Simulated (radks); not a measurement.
The numbers below are computed, except where a source is named.
Spin polarisation of the 5d4 shell in the tungsten ion W+. Start: [Xe] 4f14 5d(up 2, down 2) 6s(up 0.5, down 0.5); electrons of 5d are moved from spin down to spin up, other shells keep equal spins. Code: a radial shooting solver on a logarithmic mesh with Libxc functionals. Model: non-relativistic Kohn-Sham, r2SCAN, spin-polarised, spherical densities, point nucleus; meta-GGA in the generalised Kohn-Sham scheme.

| moment (Bohr magnetons) | E - E(0) (eV) | e(5d up) (eV) | e(5d down) (eV) | 6s down minus up (eV) | 5p down minus up (eV) |
|---|---|---|---|---|---|
| 0 | 0.000 | -12.747 | -12.747 | 0.000 | 0.000 |
| 1 | -0.205 | -13.131 | -12.310 | 0.362 | 0.711 |
| 2 | -0.825 | -13.472 | -11.806 | 0.728 | 1.425 |
| 3 | -1.879 | -13.773 | -11.208 | 1.085 | 2.145 |
| 4 | -3.402 | -14.037 | -10.501 | 1.513 | 2.879 |

At moment 4 the spin-polarisation energy is -3.402 eV and the 5d exchange splitting 3.537 eV, that is 0.884 eV per Bohr magneton; E = -I m^2/4 would give I = 0.851 eV.
